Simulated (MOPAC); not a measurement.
MOPAC input (MNDO):

```
MNDO 1SCF CHARGE=1 GEO-OK AUX(PRECISION=9) THREADS=1
C2H11OSi2

C    -2.41210200 1    0.78899600 1   -0.93506300 1
Si   -1.36423700 1   -0.65311500 1   -0.48207700 1
O    -0.21556600 1   -0.09084900 1    0.78216000 1
Si    1.58523700 1   -0.23242500 1    0.79625900 1
C     2.22168100 1    0.95282100 1   -0.45773100 1
H    -1.81595200 1    1.61715200 1   -1.32085400 1
H    -3.00676800 1    1.14090200 1   -0.08957000 1
H    -3.11209600 1    0.48526800 1   -1.71881800 1
H    -2.05869100 1   -1.76829100 1    0.17527600 1
H    -0.38195000 1   -1.08773200 1   -1.48515600 1
H    -0.60339800 1    0.24420000 1    1.60461000 1
H     1.77950300 1   -1.65422700 1    0.48528500 1
H     1.84434800 1    0.10731800 1    2.20277500 1
H     1.87806300 1    0.70447400 1   -1.46321000 1
H     3.31452300 1    0.90493700 1   -0.46514500 1
H     1.93546800 1    1.97945500 1   -0.22425400 1
```

Output:

```
 *******************************************************************************
 **                                                                           **
 **                              MOPAC v23.2.5                                **
 **                                                                           **
 *******************************************************************************
 ** MOPAC's Digital Object Identifier: https://doi.org/10.5281/zenodo.6511958 **
 **                                                                           **
 ** Please cite the open-source release paper for use of this MOPAC version:  **
 ** J. E. Moussa and J. J. P. Stewart (2026)                                  **
 ** MOPAC: An open-source semiempirical molecular orbital program             **
 ** J. Open Source Softw., 11(119), 8025, https://doi.org/10.21105/joss.08025 **
 *******************************************************************************

                              MNDO CALCULATION RESULTS

 *******************************************************************************
 *  MNDO       - The MNDO Hamiltonian to be used
 *  GEO-OK     - OVERRIDE INTERATOMIC DISTANCE AND OTHER SAFETY CHECKS
 *
 *
 *
 *                 CHARGE ON SYSTEM = +1
 *
 *
 *
 *  1SCF       - DO 1 SCF AND THEN STOP
 *  AUX        - OUTPUT AUXILIARY INFORMATION
 *******************************************************************************
MNDO 1SCF CHARGE=1 GEO-OK AUX(PRECISION=9) THREADS=1
 C2H11OSi2

   ATOM   CHEMICAL          X               Y               Z
  NUMBER   SYMBOL      (ANGSTROMS)     (ANGSTROMS)     (ANGSTROMS)

     1       C         -2.41210200  *   0.78899600  *  -0.93506300  *
     2      Si         -1.36423700  *  -0.65311500  *  -0.48207700  *
     3       O         -0.21556600  *  -0.09084900  *   0.78216000  *
     4      Si          1.58523700  *  -0.23242500  *   0.79625900  *
     5       C          2.22168100  *   0.95282100  *  -0.45773100  *
     6       H         -1.81595200  *   1.61715200  *  -1.32085400  *
     7       H         -3.00676800  *   1.14090200  *  -0.08957000  *
     8       H         -3.11209600  *   0.48526800  *  -1.71881800  *
     9       H         -2.05869100  *  -1.76829100  *   0.17527600  *
    10       H         -0.38195000  *  -1.08773200  *  -1.48515600  *
    11       H         -0.60339800  *   0.24420000  *   1.60461000  *
    12       H          1.77950300  *  -1.65422700  *   0.48528500  *
    13       H          1.84434800  *   0.10731800  *   2.20277500  *
    14       H          1.87806300  *   0.70447400  *  -1.46321000  *
    15       H          3.31452300  *   0.90493700  *  -0.46514500  *
    16       H          1.93546800  *   1.97945500  *  -0.22425400  *

          CARTESIAN COORDINATES

    NO.       ATOM           X           Y           Z

     1         C         -2.4121      0.7890     -0.9351
     2        Si         -1.3642     -0.6531     -0.4821
     3         O         -0.2156     -0.0908      0.7822
     4        Si          1.5852     -0.2324      0.7963
     5         C          2.2217      0.9528     -0.4577
     6         H         -1.8160      1.6172     -1.3209
     7         H         -3.0068      1.1409     -0.0896
     8         H         -3.1121      0.4853     -1.7188
     9         H         -2.0587     -1.7683      0.1753
    10         H         -0.3820     -1.0877     -1.4852
    11         H         -0.6034      0.2442      1.6046
    12         H          1.7795     -1.6542      0.4853
    13         H          1.8443      0.1073      2.2028
    14         H          1.8781      0.7045     -1.4632
    15         H          3.3145      0.9049     -0.4651
    16         H          1.9355      1.9795     -0.2243

  H: (MNDO): M.J.S. DEWAR, W. THIEL, J. AM. CHEM. SOC., 99, 4899, (1977)
  C: (MNDO): M.J.S. DEWAR, W. THIEL, J. AM. CHEM. SOC., 99, 4899, (1977)
  O: (MNDO): M.J.S. DEWAR, W. THIEL, J. AM. CHEM. SOC., 99, 4899, (1977)
 Si: (MNDO): M.J.S.DEWAR, ET. AL. ORGANOMETALLICS  5, 375 (1986)

           Empirical Formula: C2 H11 O Si2  =    16 atoms

      MOLECULAR POINT GROUP   :   C1

      RHF CALCULATION, NO. OF DOUBLY OCCUPIED LEVELS = 16

 -------------------------------------------------------------------------------
 MNDO 1SCF CHARGE=1 GEO-OK AUX(PRECISION=9) THREADS=1
 C2H11OSi2

     1SCF WAS SPECIFIED, SO BFGS WAS NOT USED
     SCF FIELD WAS ACHIEVED

                              MNDO CALCULATION
                                                       MOPAC v23.2.5 Linux

          FINAL HEAT OF FORMATION =         36.70105 KCAL/MOL =     153.55719 KJ/MOL

          COSMO AREA              =        159.77 SQUARE ANGSTROMS
          COSMO VOLUME            =        161.21 CUBIC ANGSTROMS

          IONIZATION POTENTIAL    =         15.916976 EV
          HOMO LUMO ENERGIES (EV) =        -15.917 -3.815
          NO. OF FILLED LEVELS    =         16
          MOLECULAR WEIGHT        =        107.2793         POINT GROUP:  C1

          MOLECULAR DIMENSIONS (Angstroms)

            Atom       Atom       Distance
            H    15    H     8     6.56119
            H     9    H     6     3.70543
            H    11    H    10     3.33991

          SCF CALCULATIONS        =          1

   ATOM   CHEMICAL          X               Y               Z
  NUMBER   SYMBOL      (ANGSTROMS)     (ANGSTROMS)     (ANGSTROMS)

     1       C         -2.41210200  *   0.78899600  *  -0.93506300  *
     2      Si         -1.36423700  *  -0.65311500  *  -0.48207700  *
     3       O         -0.21556600  *  -0.09084900  *   0.78216000  *
     4      Si          1.58523700  *  -0.23242500  *   0.79625900  *
     5       C          2.22168100  *   0.95282100  *  -0.45773100  *
     6       H         -1.81595200  *   1.61715200  *  -1.32085400  *
     7       H         -3.00676800  *   1.14090200  *  -0.08957000  *
     8       H         -3.11209600  *   0.48526800  *  -1.71881800  *
     9       H         -2.05869100  *  -1.76829100  *   0.17527600  *
    10       H         -0.38195000  *  -1.08773200  *  -1.48515600  *
    11       H         -0.60339800  *   0.24420000  *   1.60461000  *
    12       H          1.77950300  *  -1.65422700  *   0.48528500  *
    13       H          1.84434800  *   0.10731800  *   2.20277500  *
    14       H          1.87806300  *   0.70447400  *  -1.46321000  *
    15       H          3.31452300  *   0.90493700  *  -0.46514500  *
    16       H          1.93546800  *   1.97945500  *  -0.22425400  *

                             CARTESIAN COORDINATES

   1    C       -2.412102000     0.788996000    -0.935063000
   2   Si       -1.364237000    -0.653115000    -0.482077000
   3    O       -0.215566000    -0.090849000     0.782160000
   4   Si        1.585237000    -0.232425000     0.796259000
   5    C        2.221681000     0.952821000    -0.457731000
   6    H       -1.815952000     1.617152000    -1.320854000
   7    H       -3.006768000     1.140902000    -0.089570000
   8    H       -3.112096000     0.485268000    -1.718818000
   9    H       -2.058691000    -1.768291000     0.175276000
  10    H       -0.381950000    -1.087732000    -1.485156000
  11    H       -0.603398000     0.244200000     1.604610000
  12    H        1.779503000    -1.654227000     0.485285000
  13    H        1.844348000     0.107318000     2.202775000
  14    H        1.878063000     0.704474000    -1.463210000
  15    H        3.314523000     0.904937000    -0.465145000
  16    H        1.935468000     1.979455000    -0.224254000

           Empirical Formula: C2 H11 O Si2  =    16 atoms

      MOLECULAR POINT GROUP   :   C1

                  EIGENVALUES
 -47.64937 -35.58092 -35.48956 -25.52718 -24.12747 -21.77710 -20.18746 -19.76844
 -18.36565 -18.30658 -18.06584 -17.91473 -16.46108 -16.35682 -16.10030 -15.91698
  -3.81536  -2.93996  -2.86203  -2.61688  -2.51095  -2.30254  -2.09291  -1.89470
  -0.39625   0.12919   0.13451   0.16791   0.17521   2.04576   2.05600

              NET ATOMIC CHARGES AND DIPOLE CONTRIBUTIONS

  ATOM NO.   TYPE          CHARGE      No. of ELECS.   s-Pop       p-Pop
    1          C          -0.364735        4.3647     1.25794     3.10680
    2         Si           1.472195        2.5278     1.05367     1.47414
    3          O          -0.608030        6.6080     1.75998     4.84805
    4         Si           1.474382        2.5256     1.05512     1.47050
    5          C          -0.365527        4.3655     1.25826     3.10727
    6          H           0.034401        0.9656     0.96560
    7          H           0.033434        0.9666     0.96657
    8          H           0.048719        0.9513     0.95128
    9          H          -0.271509        1.2715     1.27151
   10          H          -0.290220        1.2902     1.29022
   11          H           0.279282        0.7207     0.72072
   12          H          -0.276023        1.2760     1.27602
   13          H          -0.281347        1.2813     1.28135
   14          H           0.031048        0.9690     0.96895
   15          H           0.049447        0.9506     0.95055
   16          H           0.034482        0.9655     0.96552
 DIPOLE           X         Y         Z       TOTAL
 POINT-CHG.    -0.044    -1.523     1.658     2.252
 HYBRID        -0.417     0.972     0.234     1.083
 SUM           -0.460    -0.551     1.892     2.024

          ATOMIC ORBITAL ELECTRON POPULATIONS

     Atom    s        px        py        pz
    1  C   1.25794   1.03823   1.06690   1.00166
    2 Si   1.05367   0.48857   0.56215   0.42342
    3  O   1.75998   1.52932   1.88472   1.43400
    4 Si   1.05512   0.31361   0.57530   0.58159
    5  C   1.25826   1.02279   1.04047   1.04401
    6  H   0.96560
    7  H   0.96657
    8  H   0.95128
    9  H   1.27151
   10  H   1.29022
   11  H   0.72072
   12  H   1.27602
   13  H   1.28135
   14  H   0.96895
   15  H   0.95055
   16  H   0.96552

 **********************
 *                    *
 * JOB ENDED NORMALLY *
 *                    *
 **********************

 == MOPAC DONE ==
```

The dipole moment of an ion depends on the origin.

The geometry given is a B3LYP-D3(BJ)/def2-TZVP minimum.
